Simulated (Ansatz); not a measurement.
Consider the ligand exchange at a Ge–O bond: `C[O][Ge]([Cl])([Cl])[Cl]` + HCl → germanium tetrachloride + CH₃OH.

Gas-phase electronic energies from Ansatz, PBE0-D4/def2-TZVP geometries. CCSD(T)/CBS is the MP2 limit (def2-TZVPP, def2-QZVPP) plus CCSD(T) − MP2 in def2-TZVPP, frozen cores. This one scheme is used for every species. Functionals use def2-TZVPP. For Ge outer-core shells are correlated without core-valence functions, which leaves a few kJ/mol of doubt a bond. Scalar relativity is left out up to krypton. One conformer a species, not always the lowest.

`C[O][Ge]([Cl])([Cl])[Cl]`:

Z-matrix (Å, degrees):
```
C
O 1 1.420
H 1 1.094 2 111.5
H 1 1.094 2 111.5 3 -122.4
H 1 1.090 2 106.8 3 118.8
Ge 2 1.743 1 119.9 3 61.5
Cl 6 2.108 2 106.6 1 -180.0
Cl 6 2.126 2 110.6 1 -59.8
Cl 6 2.126 2 110.6 1 59.8
```

HCl:

Z-matrix (Å, degrees):
```
Cl
H 1 1.279
```

`[Cl][Ge]([Cl])([Cl])[Cl]`:

Cartesian coordinates in Å:
```
Cl 0.224 -1.483 1.493
Ge 0.000 0.000 0.000
Cl -0.098 -0.923 -1.902
Cl -1.781 1.089 0.348
Cl 1.655 1.317 0.060
```

CH₃OH:

```xyz
6

C     0.055   -0.305    0.176
O    -0.039    0.548   -0.942
H     0.318   -1.294   -0.197
H    -0.895   -0.388    0.720
H     0.835    0.013    0.880
H    -0.273    1.426   -0.637
```

Problem. Is it downhill or uphill in electronic energy at CCSD(T)/CBS, and by how much? (An estimate is asked.)

Solution. Computed: Downhill: ΔE = -4.6 kcal/mol.

Problem. What do these levels give: B97M-V, r2SCAN0-D4, revPBE, CCSD/def2-SVP, CCSD/def2-TZVPP, MP2/def2-QZVPP? (An estimate is asked.)

Solution. Ansatz gave: B97M-V -5.4, r2SCAN0-D4 -6.0, revPBE -7.8, CCSD/def2-SVP -3.2, CCSD/def2-TZVPP -4.0, MP2/def2-QZVPP -4.7 kcal/mol.

Problem. What do rigid-rotor, harmonic-oscillator terms from PBE0-D4/def2-TZVP frequencies (298.15 K, 1 bar) make of the CCSD(T)/CBS value? (Estimate.)

Solution. Computed: ΔZPE = +2.3 kcal/mol, ΔH = -2.8 kcal/mol, ΔS = -5 J/(mol·K), ΔG = -2.4 kcal/mol.

Largest T1 diagnostic among the species: 0.010.

At CCSD(T), def2-SVP lies +1.8 kcal/mol from the extrapolated value and def2-TZVPP +0.9 kcal/mol. Leaving LDA and LC-ωPBE aside and taking each functional with its dispersion term where it has one, the values, not all of them listed here, spread over 2.3 kcal/mol, from HSE06-D4 to CAM-B3LYP-D4. LDA lies +1.9 kcal/mol from PBE without D4. In def2-TZVPP, CCSD(T) changes the Hartree–Fock value by +2.4 kcal/mol (the triples alone add +0.3 kcal/mol) and MP2 by +1.8 kcal/mol.
